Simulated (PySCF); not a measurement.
**TeC and its ions**

RHF-MP2; Te def2-SVPD with ECP28, C def2-SVPD; scalar-relativistic core potentials (PySCF 2.14). Neutral (RHF): singlet (closed shell), Re = 1.903 Å, ωe = 894 cm⁻¹, De = 4.69 eV.

TeC⁻ (ROHF): doublet (π ↑), Re = 1.994 Å, ωe = 708 cm⁻¹. The energies at the minima are -304.95071 hartree for TeC and -304.96320 for TeC⁻.

(1) Work out the adiabatic electron affinity, without and with harmonic zero-point energies (1 hartree = 27.2114 eV, 1 eV = 8065.5 cm⁻¹), and the change of the bond length.

Correlated steps freeze 5 core orbitals. Correlated levels converge slowly with the basis: in double zeta they bind strong bonds too weakly, by up to about 1 eV, and carry superposition errors of some tenths. Spin–orbit coupling is left out, which matters for elements this heavy, above all for dissociation energies. Where the molecule has an RHF reference, its open-shell atoms are computed with UHF. States were picked by a PBE0 search and need not be the measured ground states.

## Answers

(1) At MP2: 0.01249 hartree = 0.340 eV between the minima; the zero-point term (894.0 − 708.0)/2 cm⁻¹ = +0.012 eV makes it 0.351 eV. Re changes by +9.1 pm against the neutral. The electron enters a π orbital, and the longer bond of the ion fits an antibonding orbital, or a change in how ionic the bond is.
